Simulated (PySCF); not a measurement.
**SMILES [C-]#[N+]B1C=CC=CN1, C$_{5}$H$_{5}$BN$_{2}$**

Geometry (Å), atoms numbered from 1 in this order:
```xyz
13

C     3.715    0.251   -0.431
N     2.545    0.154   -0.343
B     1.101    0.015   -0.236
C     0.328   -1.281   -0.241
C    -1.041   -1.207   -0.129
C    -1.726    0.033   -0.011
C    -1.024    1.208   -0.006
N     0.329    1.213   -0.113
H     0.802   -2.261   -0.329
H    -1.645   -2.121   -0.128
H    -2.812    0.062    0.077
H    -1.520    2.176    0.083
H     0.786    2.119   -0.103
```

The calculation used PySCF 2.14.0, quadratic response CAM-B3LYP/aug-cc-pVDZ first hyperpolarisability, Taylor convention, gas phase. Geometry: PBE0-D3(BJ)/def2-SVP.

Question: Give the tensor of the second harmonic β(−2ω;ω,ω) at 1064 nm in the axes of these coordinates.

Answer: In au, Taylor convention; rows are the first index (the induced dipole):
|  | xx | yy | zz | xy | xz | yz |
| --- | --- | --- | --- | --- | --- | --- |
| x | -364.3 | -39.0 | +13.8 | -3.3 | +31.6 | -1.0 |
| y | +4.2 | +37.3 | +22.8 | -24.2 | -0.8 | +1.6 |
| z | +32.2 | +2.9 | -0.9 | -0.4 | +16.9 | +20.6 |

Norm of βᵢ = ⅓ Σⱼ (βᵢⱼⱼ + βⱼᵢⱼ + βⱼⱼᵢ): 383.4 au, hyper-Rayleigh value 158.3 au.
